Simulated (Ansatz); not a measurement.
allene (C3H4), singlet, at a GFN2-xTB geometry; Ansatz (a quantum-chemistry and plane-wave program) with B3LYP/3-21G.

Here is a job for Ansatz.
Ansatz 0.2 input:
```yaml
crystal:
  periodic: [false, false, false]
  atoms:
    - {symbol: C, position_ang: [-0.00000000, -0.00000000, 0.00000000]}
    - {symbol: C, position_ang: [-0.02428489, -0.00797595, 1.29323327]}
    - {symbol: C, position_ang: [0.02428489, 0.00797595, -1.29323327]}
    - {symbol: H, position_ang: [-0.02279966, 0.90521058, 1.86629685]}
    - {symbol: H, position_ang: [-0.04707169, -0.92815861, 1.85453385]}
    - {symbol: H, position_ang: [0.95147753, -0.00077006, -1.84327965]}
    - {symbol: H, position_ang: [-0.88160618, 0.02371808, -1.87755105]}
basis:
  gaussian:
    orbitals: 3-21G.json
hamiltonian:
  xc: b3lyp
```
The basis file holds 3-21G in the JSON format of the Basis Set Exchange.

### Question
Predict the main parts of the log of this Ansatz run.

### Answer

```
Functional definition: B3LYP
469 factors; integrals over basis functions are off by at most 9.1e-4 eV
mean field evaluation 1: about -3153.7042 eV, gradient 3.8e1 eV
mean field evaluation 2: about -3154.4516 eV, gradient 3.2e1 eV
mean field evaluation 4: about -3157.0753 eV, gradient 1.5e0 eV
mean field evaluation 8: about -3157.0609 eV, gradient 1.2e-3 eV
mean field -3157.06092583 eV, -116.0198490916 hartree, gradient 1.7e-5 eV, S^2 0.000000; 0 other end points of the search recorded, 0 dependent functions left out
reference -3157.06110037 eV, -116.0198555056 hartree; 11, 11 occupied and 24, 24 virtual orbitals, 469 factors
Total energy: -3157.06110037 eV, -116.0198555056 hartree
```
